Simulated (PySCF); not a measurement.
Ca¹¹⁺: fine-structure interval

Ca¹¹⁺ [He] 2s2 2p5 [2p1/2^2 2p3/2^3, M_J = 3/2] → Ca¹¹⁺ [He] 2s2 2p5 [2p1/2^1 2p3/2^4, M_J = 1/2], as a difference of total energies. All numbers are calculated (PySCF 2.14, the two-component X2C-1e Hamiltonian, in an even-tempered Gaussian basis (18 s from 1.7 bohr⁻², ratio 2.4; 11 p from 2.2 bohr⁻², ratio 2.4; 5 d from 12 bohr⁻², ratio 2.6; 5 f from 18 bohr⁻², ratio 2.6)). Correlated levels: nothing frozen; the 30 highest virtual spinors dropped. "Screened" scales the spin-orbit matrix elements by Boettger's factors to mimic the two-electron term; Breit and QED terms are absent.

```json
{"method": "GHF (screened spin-orbit)", "fine-structure interval (cm⁻¹)": "30826"}
{"method": "GMP2 (screened spin-orbit)", "fine-structure interval (cm⁻¹)": "31543"}
{"method": "GHF (bare spin-orbit)", "fine-structure interval (cm⁻¹)": "34345"}
```
